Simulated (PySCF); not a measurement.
Isomers of C4H13GeN, from PySCF 2.14.0, PBE0-D3(BJ)/def2-SVP geometry optimisation, gas phase. One conformer each, no zero-point energy, no frequencies.

Question: Which isomer lies lowest at this level?
A. GeMe3(NHMe), `C[NH][Ge]([CH3])([CH3])[CH3]`: A = 2831, B = 1801, C = 1783 MHz, dipole 0.66 D
B. `[H][Ge]([CH3])([CH3])[NH]CC` (GeHMe2(NHEt)): A = 4321, B = 1238, C = 1051 MHz, dipole 1.10 D
C. `[H][Ge]([H])([H])[NH]C(C)(C)C` (GeH3(NHtBu)): A = 4288, B = 1152, C = 1151 MHz, dipole 0.89 D

Answer: A. That is `C[NH][Ge]([CH3])([CH3])[CH3]` (GeMe3(NHMe)), 4.6 kcal/mol below the next.

| SMILES | mapped SMILES | E (Eh) | relative (kcal/mol) | relative (kJ/mol) | dipole (D) |
| --- | --- | --- | --- | --- | --- |
| C[NH][Ge]([CH3])([CH3])[CH3] | – | -2291.10191 | 0.0 | 0.0 | 0.66 |
| [H][Ge]([CH3])([CH3])[NH]CC | – | -2291.09451 | 4.6 | 19.4 | 1.10 |
| [H][Ge]([H])([H])[NH]C(C)(C)C | – | -2291.08101 | 13.1 | 54.9 | 0.89 |
